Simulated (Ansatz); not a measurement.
```xyz
8

C    -0.895   -0.380    0.813
O     0.245    0.189    0.196
B     0.493    0.071   -1.121
O     1.570    0.607   -1.722
H    -1.511   -0.918    0.088
H    -1.485    0.417    1.269
H    -0.567   -1.070    1.592
H     2.150    1.085   -1.114
```

Total charge 0; spin multiplicity 2.

Task: List the PBE0/def2-TZVPP orbital energies in eV (the Gaussian-basis code of Ansatz). (Best estimate.)

Result: Computed: α occupied: -523.43, -523.18, -279.67, -186.02, -29.58, -28.71, -19.86, -15.93, -14.88, -13.33, -13.18, -10.97, -10.78, -10.06, -8.87, -5.84. α empty: 0.72, 1.24, 1.59, 2.55, 3.11, 3.29, 3.47, 4.21. β occupied: -523.38, -523.15, -279.66, -185.67, -29.46, -28.62, -19.82, -15.62, -14.74, -13.16, -13.14, -10.89, -10.70, -9.82, -8.89. β empty: -1.23, 1.51, 1.58, 1.87, 2.67, 3.34, 3.57, 4.06. ⟨S²⟩ = 0.752.
